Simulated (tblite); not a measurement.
Run record: tight-binding relaxation, `C#Cc1nnc(C)o1`.

Computed with GFN2-xTB geometry optimisation, gas phase (tblite 0.8.0). Start geometry: from a force field or distance geometry. The command runs a driver script over a list of jobs; the input below is this job's line of settings and its coordinates in Å.

Command:
```bash
OMP_NUM_THREADS=1 python probes_run.py task.json out
```

Input:
```
{"job": {"kind": "relax", "xc": "GFN2-xTB", "basis": "xTB"}, "charge": 0, "multiplicity": 1}
C      3.566400     0.080000    -0.203500
C      2.381400    -0.177600    -0.206800
C      1.016700    -0.499400    -0.187600
N      0.431400    -1.640300    -0.457100
N     -0.927700    -1.434500    -0.301600
C     -1.071900    -0.166700     0.019900
C     -2.289500     0.608800     0.291800
O      0.133200     0.504500     0.121900
H      4.602700     0.310000    -0.207700
H     -3.181700    -0.026800     0.194400
H     -2.383200     1.440200    -0.405500
H     -2.276700     1.001200     1.315800
```

Output:
```
step      E/eV     max force
  0    -614.12648    2.203
  1    -614.19350    2.904
  2    -614.19498    2.748
  3    -614.23783    0.463
  4    -614.24211    0.245
  5    -614.24441    0.197
  6    -614.24890    0.135
  7    -614.24958    0.082
  8    -614.25035    0.080
  9    -614.25101    0.098
... (13 lines left out)
 23    -614.25547    0.050
 24    -614.25566    0.051
 25    -614.25590    0.055
 26    -614.25619    0.054
 27    -614.25647    0.045
 28    -614.25664    0.033
 29    -614.25673    0.026
 30    -614.25681    0.030
 31    -614.25687    0.019
 32    -614.25690    0.010
```

«max force» is the largest atomic force in eV/Å.

From which step on does the largest force stay under 0.1 eV/Å, and how much energy is left to gain from there?

From step 7 (0.082 eV/Å), 7.3 meV above the end.

Summary of the converged run: energy lowered by 3.0 kcal/mol over 32 steps; largest atomic force 0.010 eV/Å at the end.

Hardware: one thread, x86-64 server, shared host.
Labels such as C1 count atoms from 1, the log's own numbers from 0.
